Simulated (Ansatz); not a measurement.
Calculated with Ansatz (gas phase, PBE0-D4/def2-TZVP geometries, no zero-point term in ΔE). CBS: MP2 limit from def2 TZ/QZ plus the TZ coupled-cluster correction, frozen cores. Functionals use def2-TZVPP. B3LYP here is the variant with VWN-RPA as its local correlation; programs differ in this. Each species was taken in one conformer, which may not be the lowest.

`B[C@@H](F)[Si@@H](N)F` + `C=C(S)Cl` → `BSC(=C)Cl` + `N[SiH](F)CF`  (ligand exchange at a B–C bond)

`B[C@@H](F)[Si@@H](N)F`:

Cartesian coordinates in Å:
```
B 1.243 -1.252 -1.041
C 0.635 -0.733 0.262
F 1.499 -0.034 1.119
Si -0.820 0.421 -0.180
N -1.036 1.421 1.162
F -0.434 1.197 -1.532
H 2.345 -0.961 -1.389
H 0.540 -1.929 -1.734
H 0.154 -1.535 0.842
H -2.055 -0.325 -0.499
H -0.245 1.698 1.719
H -1.826 2.034 1.272
```

`C=C(S)Cl`:

```xyz
7

C    -0.219   -1.027    0.475
C     0.091    0.051   -0.233
S     0.696    1.519    0.507
Cl    0.025    0.030   -1.961
H    -0.215   -0.983    1.557
H    -0.471   -1.960   -0.009
H     0.092    2.371   -0.337
```

`BSC(=C)Cl`:

Cartesian coordinates in Å:
```
B -0.406 1.743 -1.185
S -0.899 0.698 0.135
C 0.265 -0.618 0.329
C 0.057 -1.527 1.273
Cl 1.641 -0.703 -0.694
H -1.159 2.650 -1.361
H 0.572 1.562 -1.832
H -0.817 -1.458 1.909
H 0.747 -2.346 1.424
```

`N[SiH](F)CF`:

Cartesian coordinates in Å:
```
N -0.349 -1.544 -0.117
Si 0.699 -0.216 -0.140
F 1.774 -0.194 1.051
C -0.374 1.324 0.036
F -1.397 1.077 0.954
H -0.053 -2.477 -0.348
H -1.158 -1.537 0.483
H 1.498 -0.213 -1.387
H -0.836 1.592 -0.920
H 0.197 2.189 0.390
```

| level | ΔE (kJ/mol) |
| --- | --- |
| B3LYP-D4 | -77.4 |
| B2PLYP | -80.1 |
| HF/def2-SVP | -72.4 |
| SCS-MP2/def2-QZVPP | -80.8 |

**Question.** What does CCSD(T)/CBS give? (Estimate.)

**Answer.** Ansatz gave: -79.6 kJ/mol. The listed levels differ from it by 2.2, -0.5, 7.2, -1.2 kJ/mol.

Largest T1 diagnostic among the species: 0.014.

Leaving LDA and LC-ωPBE aside and taking each functional with its dispersion term where it has one, the values, not all of them listed here, spread over 8.1 kJ/mol, from PBE-QIDH to ωB97M-V. In def2-TZVPP, CCSD(T) changes the Hartree–Fock value by −7.9 kJ/mol (the triples alone add −2.9 kJ/mol) and MP2 by −11.6 kJ/mol.
